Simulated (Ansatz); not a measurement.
Program: Ansatz. Geometries: PBE0-D4/def2-TZVP. ΔE: electronic, gas phase. CBS: MP2 limit from def2 TZ/QZ plus the TZ coupled-cluster correction, frozen cores. This one scheme is used for every species. DFT in def2-TZVPP. B3LYP here is the variant with VWN-RPA as its local correlation; programs differ in this. For Ge outer-core shells are correlated without core-valence functions, which leaves a few kJ/mol of doubt a bond. Scalar relativity is left out up to krypton. Each species was taken in one conformer, which may not be the lowest.

Reaction (silylene loss): `C[BH][GeH2][SiH3]` → `C[BH][GeH3]` + `[SiH2]`

`C[BH][GeH2][SiH3]`:

Z-matrix (Å, degrees):
```
C
B 1 1.549
H 1 1.104 2 103.7
H 1 1.091 2 116.3 3 116.5
H 1 1.093 2 113.9 3 -113.7
Ge 2 2.055 1 122.8 3 -101.0
H 2 1.199 1 119.4 3 79.4
Si 6 2.390 2 107.1 1 -93.8
H 6 1.543 2 113.3 1 23.5
H 6 1.541 2 114.4 1 147.7
H 8 1.488 6 110.4 2 -60.9
H 8 1.487 6 111.0 2 178.6
H 8 1.488 6 110.0 2 58.5
```

`C[BH][GeH3]`:

Z-matrix (Å, degrees):
```
C
B 1 1.548
H 1 1.106 2 102.9
H 1 1.093 2 114.7 3 113.8
H 1 1.091 2 116.2 3 -115.3
Ge 2 2.066 1 123.5 3 93.8
H 2 1.200 1 119.3 3 -83.2
H 6 1.542 2 112.1 1 -127.5
H 6 1.544 2 109.4 1 114.7
H 6 1.542 2 113.8 1 -5.0
```

`[SiH2]`:

Z-matrix (Å, degrees):
```
Si
H 1 1.525
H 1 1.525 2 91.2
```

```
             level  ΔE (kcal/mol)  difference from CCSD(T)/CBS
            PBE-D4           65.2                          2.6
         r2SCAN-D4           67.9                          5.3
           PBE0-D4           66.5                          3.9
           ωB97X-V           64.2                          1.6
               PBE           63.2                          0.6
            r2SCAN           67.3                          4.7
              PBE0           64.8                          2.2
             B3LYP           58.3                         -4.3
     HF/def2-TZVPP           55.3                         -7.3
    MP2/def2-TZVPP           65.2                          2.6
SCS-MP2/def2-TZVPP           61.7                         -0.9
CCSD(T)/def2-TZVPP           60.7                         -1.9
     HF/def2-QZVPP           55.3                         -7.3
    MP2/def2-QZVPP           66.2                          3.6
SCS-MP2/def2-QZVPP           62.7                          0.1
      HF/CBS(def2)           55.3                         -7.3
       CCSD(T)/CBS           62.6                            0
```

Largest T1 diagnostic among the species: 0.014.

In def2-TZVPP, CCSD(T) changes the Hartree–Fock value by +5.4 kcal/mol (the triples alone add +1.4 kcal/mol) and MP2 by +9.9 kcal/mol. The D4 term adds +3.1 kcal/mol with B3LYP and +1.7 kcal/mol with PBE0; it sums over pairs of atoms, weighted by their polarisabilities, and B3LYP, whose exchange is more repulsive, gets the larger term. From PBE to PBE0 (25 % exact exchange), in def2-TZVPP and without D4, ΔE moves by +1.5 kcal/mol.
